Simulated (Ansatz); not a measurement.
`C[SiH2]OB[SiH3]` + H₂ → `BO[SiH2]C` + SiH₄ at 298.15 K and 1 bar (hydrogenolysis of a B–Si bond).

Program: Ansatz. Geometries: PBE0-D4/def2-TZVP. ΔE: electronic, gas phase. CCSD(T)/CBS adds triple-zeta CCSD(T) − MP2 to the extrapolated MP2 energy (def2 sets, frozen cores). This one scheme is used for every species. Each species was taken in one conformer, which may not be the lowest.

```csv
species,CCSD(T)/CBS energy (Eh),H − E (kJ/mol),S (J/(mol·K))
`C[SiH2]OB[SiH3]`,-721.66573,278.1,396.5
H₂,-1.17544,35.1,130.4
`BO[SiH2]C`,-431.39483,229.2,330.8
SiH₄,-291.46306,92.1,204.8
```

H − E and S are ideal-gas, rigid-rotor, harmonic terms from PBE0-D4/def2-TZVP, for one conformer and one mirror image of each species. For small species the MP2-based limit differs from directly extrapolated CCSD(T) by up to some mEh (0.8 for H₂); such offsets cancel only in part. 1 Eh = 2625.50 kJ/mol, R = 8.31446 J/(mol·K).

Task: By hand: ΔE, ΔH, ΔS and ΔG.

Result: ΔE = (-431.39483) + (-291.46306) − (-721.66573) − (-1.17544) = -0.01672 Eh = -43.9 kJ/mol. Δ(H − E) = 229.2 + 92.1 − 278.1 − 35.1 = 8.1, so ΔH = -35.8 kJ/mol. ΔS = 330.8 + 204.8 − 396.5 − 130.4 = 8.7 J/(mol·K). ΔG = -35.8 − 298.15 × (8.7)/1000 = -38.4 kJ/mol.

Task: By hand: the equilibrium constant, and the temperature at which ΔG would vanish if ΔH and ΔS stayed fixed.

Result: log₁₀ K = −ΔG/(RT ln 10) = 6.7. ΔH and −TΔS have one sign here, so there is no such temperature.

The number of gas molecules stays the same, so ΔS is small and ΔH decides. A doubt of 5 kJ/mol in ΔE shifts log₁₀ K by 0.9 here. Other conformers and mirror images would add mixing entropy, several J/(mol·K) or more a flexible species. Modes under 60 cm⁻¹, often nearly free rotors, make the harmonic entropy too high. These are equilibria of isolated gas molecules and say nothing of rates. Largest T1 diagnostic: 0.013 (customary marks: 0.02 for closed shells, 0.045 for open ones).

ΔS is within the doubt of such terms, so its sign, and with it that verdict, could turn.
